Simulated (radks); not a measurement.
Species: Sr IV. Configuration: [Ar] 3d10 4s2 4p5. Method: scalar-relativistic Kohn-Sham, SCAN, spin-polarised, spherical densities, finite nucleus; open shells are filled with parallel spins first (spin-orbit coupling, left out, can overturn this in heavy ions); meta-GGA in the generalised Kohn-Sham scheme; Fermi nuclear charge, rms radius 4.224 fm; computed with a radial shooting solver on a logarithmic mesh with Libxc functionals.

Normalised radial functions P(r) = r R(r), r in bohr:

```
   r/bohr * 3d down, o 4p down (the largest magnitude, 1.42, reaches the edge; | marks zero, & curves that meet)
 0.004498                             &
 0.005153                             &
 0.005904                             &
 0.006764                             &
 0.007749                             &
 0.008878                             &
  0.01017                             &
  0.01165                             &
  0.01335                             *o
   0.0153                             *o
  0.01752                             *o
  0.02008                             *o
    0.023                             * o
  0.02635                             * o
  0.03019                             * o
  0.03459                             |* o
  0.03963                             |* o
   0.0454                             |*  o
  0.05202                             | * o
   0.0596                             | *  o
  0.06828                             |  * o
  0.07823                             |   *o
  0.08962                             |    *o
   0.1035                             |    o *
   0.1186                             |    o   *
   0.1359                             |   o      *
   0.1557                             | o          *
   0.1783                             o               *
   0.2043                           o |                  *
   0.2341                         o   |                     *
   0.2682                       o     |                       *
   0.3072                     o       |                         *
    0.352                    o        |                          *
   0.4033                     o       |                          *
    0.462                      o      |                         *
   0.5293                         o   |                       *
   0.6064                             o                    *
   0.6948                             |   o             *
    0.796                             |        o    *
    0.912                             |          * o
    1.045                             |      *        o
    1.197                             |    *           o
    1.371                             |  *              o
    1.571                             | *             o
      1.8                             |*            o
    2.062                             *          o
    2.363                             *       o
    2.707                             *    o
    3.101                             *  o
    3.553                             * o
    4.071                             *o
    4.664                             &
    5.343                             &
    6.122                             &
    7.014                             &
```

3d down: eigenvalue -160.04 eV, 0 radial nodes, <r> = 0.497 bohr, 90 % of the charge inside 0.805 bohr. 4p down: eigenvalue -50.006 eV, 2 radial nodes at r = 0.181, 0.611 bohr, <r> = 1.49 bohr, 90 % of the charge inside 2.20 bohr.
